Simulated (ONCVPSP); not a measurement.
# Rb (Z = 37), ONCV: configuration errors across variants

rubidium (Rb), optimised norm-conserving Vanderbilt (ONCV), made with ONCVPSP 4.0.1 (PBE, scalar-relativistic). Core [Ar] 3d10, reference 4s2 4p6 5s1. Waves: 4s+5s: rc 2.30 bohr, ncon 4, nbas 8, qcut 6.1 1/bohr, 3 projectors, debl 2.1 Ha; 4p: rc 2.30 bohr, ncon 4, nbas 8, qcut 4.9 1/bohr, 2 projectors, debl 3.8 Ha; d scattering state at 0.09 Ha: rc 2.00 bohr, ncon 4, nbas 9, qcut 4.5 1/bohr, 2 projectors, debl 2.8 Ha. Local part: polynomial inside 1.35 bohr (lpopt 5, dvloc0 -1 Ha). Core correction: none.

All-electron excitation energies from the reference (eV): (1) 4s2 4p6 5s0 4.154; (2) 4s2 4p6 5s0.5 1.578; (3) 4s2 4p6 5s0 5p1 1.520; (4) 4s2 4p5 5s1 21.140.

A true bound ghost makes a file unfit for plane-wave use even where its test errors are small: the radial tests pick states by their node count and pass the ghost by.

Errors AE − PS in meV (a dash: test not solved or not reliable):

```csv
change,(1),(2),(3),(4),bound ghosts,GHOST(+) flags above zero
base,-0.2,-0.1,+0.9,-15,none,s
"all radii scaled by about 0.80 (s 1.84, p 1.84, d 1.60 bohr); local potential polynomial inside 1.08 bohr (lpopt 5, dvloc0 -1 Ha)",-0.1,-0.1,+0.2,-12,none,"s, p"
"all radii scaled by about 0.88 (s 2.02, p 2.02, d 1.76 bohr); local potential polynomial inside 1.18 bohr (lpopt 5, dvloc0 -1 Ha)",-0.1,-0.1,+0.4,-14,none,s
"all radii scaled by about 0.93 (s 2.14, p 2.14, d 1.86 bohr); local potential polynomial inside 1.26 bohr (lpopt 5, dvloc0 -1 Ha)",-0.1,-0.1,+0.6,-15,none,s
"all radii scaled by about 1.09 (s 2.50, p 2.50, d 2.18 bohr); local potential polynomial inside 1.46 bohr (lpopt 5, dvloc0 -1 Ha)",-0.2,-0.1,+1.3,-16,none,s
"all radii scaled by about 1.25 (s 2.88, p 2.88, d 2.50 bohr); local potential polynomial inside 1.68 bohr (lpopt 5, dvloc0 -1 Ha)",-0.2,-0.1,+2.5,-12,none,"s, d"
"all radii scaled by about 1.32 (s 3.04, p 3.04, d 2.64 bohr); local potential polynomial inside 1.78 bohr (lpopt 5, dvloc0 -1 Ha)",-0.3,-0.1,+2.9,-7.1,none,s
```

Q: Give the same row for: all radii scaled by about 1.17 (s 2.70, p 2.70, d 2.34 bohr); local potential polynomial inside 1.58 bohr (lpopt 5, dvloc0 -1 Ha).

A: -0.2, -0.1, +2.0, -15; bound ghosts: d; GHOST(+) flags above zero: s.
